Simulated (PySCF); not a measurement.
Species: C5H5GeN.
SMILES with atom numbers: `[N:1]#[C:2][C:3]1=[CH:4][GeH2:5][CH:6]=[CH:7]1` (hydrogens: H8 on C4; H9, H10 on Ge5; H11 on C6; H12 on C7)

Computed with PySCF at PBE0/def2-SVPD, non-relativistic, on one gas-phase PBE0-D3(BJ)/def2-SVP geometry that isn't relaxed in the solvent. The solvent is an IEF-PCM continuum (Bondi radii, 1.10 Å for H, scaled by 1.2), and excitations are vertical TDDFT with non-equilibrium linear response and a frozen core. The model holds no explicit solvent molecules, cavitation or dispersion. Spin–orbit coupling is left out although an atom past zinc is present.

Gas-phase singlets (H = HOMO, L = LUMO):

```json
{"state": "S1", "E (eV)": "4.300", "λ (nm)": "288", "f": "0.040", "leading configurations": "H→L 97%"}
{"state": "S2", "E (eV)": "5.282", "λ (nm)": "235", "f": "0.000", "leading configurations": "H-2→L 97%"}
{"state": "S3", "E (eV)": "5.728", "λ (nm)": "216", "f": "0.107", "leading configurations": "H-1→L 82%, H→L+1 16%"}
{"state": "S4", "E (eV)": "5.806", "λ (nm)": "214", "f": "0.007", "leading configurations": "H-3→L 94%"}
{"state": "S5", "E (eV)": "6.030", "λ (nm)": "206", "f": "0.003", "leading configurations": "H-4→L 90%"}
```

Task: Give the list for cyclohexane (ε = 2.017), n² = 2.04.

Result: 
| state | E (eV) | λ (nm) | f | leading configurations | change by rank (eV) |
| --- | --- | --- | --- | --- | --- |
| S1 | 4.230 | 293 | 0.053 | H→L 97% | -0.070 |
| S2 | 5.265 | 235 | 0.000 | H-2→L 95% | -0.017 |
| S3 | 5.727 | 216 | 0.167 | H-1→L 84%, H→L+1 14% | -0.001 |
| S4 | 5.796 | 214 | 0.013 | H-3→L 94% | -0.010 |
| S5 | 6.109 | 203 | 0.001 | H-4→L 89% | +0.079 |

Task: Give the list for dimethylsulfoxide (ε = 46.83), n² = 2.19.

Result: 
```
state  E (eV)  λ (nm)      f  leading configurations  change by rank (eV)
   S1   4.200     295  0.051                 H→L 97%               -0.100
   S2   5.212     238  0.000               H-2→L 93%               -0.070
   S3   5.747     216  0.169    H-1→L 83%, H→L+1 14%               +0.019
   S4   5.755     215  0.014               H-3→L 92%               -0.051
   S5   6.197     200  0.001    H→L+2 61%, H-4→L 33%               +0.167
```

Task: The ground-state energy changes by -0.245 eV from gas to dimethylsulfoxide. By how much does the total energy of gas-phase S1 change?

Result: E(S1) = E(S0) + excitation energy, so it changes by -0.245 − 0.100 = -0.345 eV: it is lowered more than the ground state, which is what a red shift means. This is the vertical state, with the slow part of the continuum still set for S0.

Task: How do the frontier levels move from gas to dimethylsulfoxide?

Result: 
```
orbital  gas (eV)  solvent (eV)  change (eV)                    Löwdin shares, gas               Löwdin shares, solvent
 LUMO+2      0.09          0.29        +0.20  Ge5 36 %, H9 11 %, H10 11 %, C4 10 %   N1 25 %, C2 22 %, Ge5 18 %, C4 7 %
 LUMO+1     -0.04          0.08        +0.12    C7 24 %, C6 20 %, N1 13 %, C2 12 %   C7 25 %, C6 22 %, N1 15 %, C2 14 %
   LUMO     -2.46         -2.27        +0.19    C4 25 %, C3 18 %, C6 13 %, C7 11 %    C4 27 %, C3 18 %, C6 11 %, C7 9 %
   HOMO     -7.50         -7.28        +0.22    C4 24 %, C6 24 %, C7 16 %, C3 16 %   C6 26 %, C4 23 %, C7 19 %, C3 16 %
 HOMO-1     -9.12         -8.99        +0.13   N1 19 %, C7 17 %, C2 13 %, Ge5 12 %  Ge5 18 %, C7 14 %, N1 13 %, C3 11 %
 HOMO-2     -9.30         -9.01        +0.29   C6 23 %, Ge5 18 %, C4 16 %, N1 13 %  C6 33 %, Ge5 22 %, C4 11 %, C7 10 %
 HOMO-3     -9.65         -9.46        +0.19   Ge5 21 %, N1 15 %, C6 13 %, C2 12 %   Ge5 25 %, C4 25 %, H10 8 %, H9 8 %
```

The HOMO–LUMO gap goes from 5.04 to 5.01 eV. Rows go by rank; for HOMO-3, HOMO-2, HOMO-1, LUMO+1 and LUMO+2 the atom shares or the degeneracy differ between the runs, so the row needn't follow one orbital.
